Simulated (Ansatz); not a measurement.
`N[Si](F)(F)S` + HI → `N[Si](F)(S)I` + H–F  (ligand exchange at the Si–F bond)

Isolated molecules relaxed with PBE0-D4/def2-TZVP in Ansatz; ΔE leaves out vibrations. CBS: MP2 limit from def2 TZ/QZ plus the TZ coupled-cluster correction, frozen cores. This one scheme is used for every species. Functionals use def2-TZVPP. def2 core potentials past Kr. For I outer-core shells are correlated without core-valence functions, which leaves a few kJ/mol of doubt a bond. One conformer a species, not always the lowest.

Problem. Is it downhill or uphill in electronic energy at CCSD(T)/CBS, and by how much? (An estimate is asked.)

Solution. Computed: Uphill: ΔE = +64.9 kJ/mol.

Problem. What do these levels give: ωB97X-V, B2PLYP, PBE0, CAM-B3LYP, HF/def2-SVP, SCS-MP2/def2-QZVPP? (Best estimate.)

Solution. Ansatz gave: ωB97X-V 75.3, B2PLYP 78.9, PBE0 66.0, CAM-B3LYP 91.4, HF/def2-SVP 91.9, SCS-MP2/def2-QZVPP 68.1 kJ/mol.

Problem. What do rigid-rotor, harmonic-oscillator terms from PBE0-D4/def2-TZVP frequencies (298.15 K, 1 bar) make of the CCSD(T)/CBS value? (Estimate.)

Solution. Computed: ΔZPE = +5.9 kJ/mol, ΔH = +72.5 kJ/mol, ΔS = -2 J/(mol·K), ΔG = +73.0 kJ/mol.

Largest T1 diagnostic among the species: 0.011.

In def2-TZVPP, CCSD(T) changes the Hartree–Fock value by −21.8 kJ/mol (the triples alone add −5.1 kJ/mol) and MP2 by −34.9 kJ/mol. The D4 term adds −12.0 kJ/mol with B3LYP and −6.5 kJ/mol with PBE0; it sums over pairs of atoms, weighted by their polarisabilities, and B3LYP, whose exchange is more repulsive, gets the larger term.

B3LYP here is the variant with VWN-RPA as its local correlation; programs differ in this.
